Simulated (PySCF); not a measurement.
Fe⁺ (iron, charge +1) across methods

[Ar] 3d7, high-spin 4F determinant (an excited configuration). Calculation: PySCF 2.14, in aug-cc-pVDZ-DK; scalar relativity by spin-free X2C-1e.

```tsv
method	E (hartree)	mean ε 3p β (eV)	mean ε 3d α (eV)	mean ε 3d β (eV)	Σ⟨r²⟩ (bohr²)	⟨S²⟩
PBE	-1272.079	-61.145	-12.297	-10.278	21.64	3.753
BHandHLYP	-1272.288	-67.865	-16.337	-13.856	20.80	3.756
LDA	-1269.754	-61.248	-12.545	-10.300	21.63	3.754
r2SCANh	-1272.269	-63.264	-13.244	-10.990	21.10	3.755
UHF	-1271.03865	-73.636	-19.954	-16.541	20.25	3.758
r2SCAN	-1272.281	-62.031	-12.438	-10.290	21.26	3.755
HSE06	-1272.113	-64.113	-13.879	-11.600	21.11	3.754
M06	-1272.267	-64.697	-14.490	-11.591	21.12	3.767
PBE0	-1272.095	-64.502	-14.300	-11.988	21.09	3.754
```
